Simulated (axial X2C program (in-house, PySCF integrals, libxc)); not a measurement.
YO⁻ at several levels of theory

Calculated with an in-house relativistic program for diatomic molecules. Spin-free means the one-electron spin-free X2C Hamiltonian; two-component (2c) means X2C with spin–orbit coupling and atomic mean-field two-electron Coulomb and Gaunt terms, so the difference of the two also holds small scalar two-electron terms. Basis: Y dyall-acv3z [12s13p10d6f3g], O dyall-av3z [7s6p3d2f] (cores contracted in-house); Gaussian nuclei, density fitting, unrestricted open shells. Masses: Y 88.906 u, O 15.995 u.

The run was started with this input:
```json
{
 "zs": [
  39,
  8
 ],
 "q": -1,
 "bas": [
  "dyall-acv3z",
  "dyall-av3z"
 ],
 "levels": [
  "PBE0",
  "HF",
  "PBE50"
 ],
 "cc": true,
 "r0": 1.87,
 "thr": -1.0,
 "nmax": 90,
 "npts": 10,
 "nst": 2,
 "ntry": 6
}
```
```bash
python so2c.py task.json out
```

Keys: zs atomic numbers; q charge; bas basis sets; levels methods; cc coupled cluster on or off; r0 starting distance in Å; thr threshold in hartree for freezing inner shells (an s shell follows its p shell); nmax most natural virtual spinors; npts points on the curve; nst determinants followed; ntry starts of the search. HF also brings MP2.

State, spin-free: M_S = 0, Λ = 0 (closed shell); electrons by block: σα: 12, σβ: 12, π+α: 5, π+β: 5, π-α: 5, π-β: 5, δ+α: 1, δ+β: 1, δ-α: 1, δ-β: 1. Fragments: Y + O- for PBE0, MP2, CCSD, CCSD(T), PBE50; Y- + O for HF.

State, 2c: Ω = 0 (closed shell); electrons by block: 1/2: 17, -1/2: 17, 3/2: 6, -3/2: 6, 5/2: 1, -5/2: 1. Fragments: Y + O- for PBE0, MP2, CCSD, PBE50; Y- + O for HF.

| Hamiltonian | level | Re (Å) | ωe (cm⁻¹) | Be (cm⁻¹) | De (eV) | D0 (eV) | k (mdyn/Å) | μ (D) |
| --- | --- | --- | --- | --- | --- | --- | --- | --- |
| spin-free | PBE0 | 1.811 | 827.2 | 0.3793 | 7.09 | 7.04 | 5.46 | 0.07 |
| spin-free | HF | 1.814 | 834.5 | 0.3779 | n/a | n/a | 5.56 | 0.42 |
| spin-free | MP2 | 1.862 | 759.3 | 0.3587 | 7.63 | 7.58 | 4.6 | n/a |
| spin-free | CCSD | 1.848 | 785.2 | 0.3643 | 6.92 | 6.87 | 4.92 | n/a |
| spin-free | CCSD(T) | 1.860 | 766.4 | 0.3593 | 7.13 | 7.08 | 4.69 | n/a |
| spin-free | PBE50 | 1.796 | 851.0 | 0.3853 | 6.82 | 6.76 | 5.78 | 0.24 |
| 2c | PBE0 | 1.810 | 827.4 | 0.3794 | n/a | n/a | 5.47 | 0.09 |
| 2c | HF | 1.814 | 834.6 | 0.3781 | n/a | n/a | 5.56 | 0.43 |
| 2c | MP2 | 1.862 | 759.5 | 0.3589 | n/a | n/a | 4.61 | n/a |
| 2c | CCSD | 1.847 | 786.1 | 0.3644 | n/a | n/a | 4.94 | n/a |
| 2c | PBE50 | 1.796 | 851.2 | 0.3855 | n/a | n/a | 5.79 | 0.25 |

Correlated methods: 10 electrons correlated (number of frozen shells: Y 4 s, 3 p, 1 d; O 1 s), 326 virtual spin orbitals or spinors in MP2, 90 natural virtuals in coupled cluster.

Dipoles are positive if O is the positive end and refer to the centre of mass.

The state is one determinant whose occupation by symmetry is held fixed; it was picked as the lowest of a PBE0 search that is not exhaustive. The closed shell is kept restricted, so the energy runs too high when the bond is stretched far. De is counted from the lowest determinant-based energies of the atoms at the same level, without counterpoise correction. De is not given where an atomic determinant may have missed its ground term or J level, or where the truncated virtual space spoils (T). CCSD and (T) use frozen natural virtuals with an MP2 correction for the truncation; (T) itself is uncorrected, so its De runs slightly low. The functionals have no current-density term, which raises determinants with orbital currents, atoms included. The outer-core s and p shells of the metal are frozen in the correlated rows, which leaves out core–valence correlation; for alkali and alkaline-earth bonds that tends to lengthen them. The highest occupied level of some functionals is positive through self-interaction error; at Hartree–Fock it is bound. The T1 diagnostic is large, a sign of multireference character. With the outer-core shells frozen, correlated bond lengths of heavy atoms tend to come out a few hundredths of an ångström too long.

No reliable constants came from CCSD(T) (2c): no minimum in range, unconverged points, a curve that is not smooth, a change of character along it, or the two Hamiltonians disagreeing along it.

Rough cost a point (2c) on 1 thread(s) of a shared host, integrals apart: PBE0 1.6 s, HF 1.1 s, PBE50 1.6 s.

The whole task took 4.4 min on 1 thread of Arm Neoverse V1, on a shared host.
